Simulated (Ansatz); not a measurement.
Correlation energies of C$_{2}$H$_{6}$AlFSi, SMILES `[CH3][Al]1[CH2][SiH]1F` by basis set

```
atom   x (Å)   y (Å)   z (Å)
  C1  -0.493  -2.296   0.102
 Al2  -0.342  -0.359   0.017
  C3   1.054   1.007  -0.274
 Si4  -0.519   1.956   0.076
  F5  -0.537   3.086   1.221
  H6  -0.397  -2.728  -0.898
  H7   0.318  -2.709   0.711
  H8  -1.443  -2.623   0.528
  H9   1.813   1.295  -1.000
 H10   1.560   0.762   0.683
 H11  -1.013   2.610  -1.167
```

The species carries charge 0 and has multiplicity 1. The geometry is a stationary point of PBE0-D4/def2-TZVP. Frozen core, restricted reference, the Gaussian-basis code of Ansatz. CBS rows extrapolate triple and quadruple zeta; past MP2 they add the triple-zeta difference.

```json
{"basis": "def2-TZVPP", "HF (Eh)": "-709.62797", "MP2 corr.": "-0.79082"}
{"basis": "def2-QZVPP", "HF (Eh)": "-709.65232", "MP2 corr.": "-0.85190"}
```

Question: Estimate the CCSD correlation energy and the (T) correction in each basis where they were run (hartree).

Answer: 
```json
{"basis": "def2-TZVPP", "CCSD corr.": "-0.83296", "(T)": "-0.03232"}
{"basis": "CBS(def2)", "CCSD corr.": "-0.93929", "(T)": "as TZ"}
```
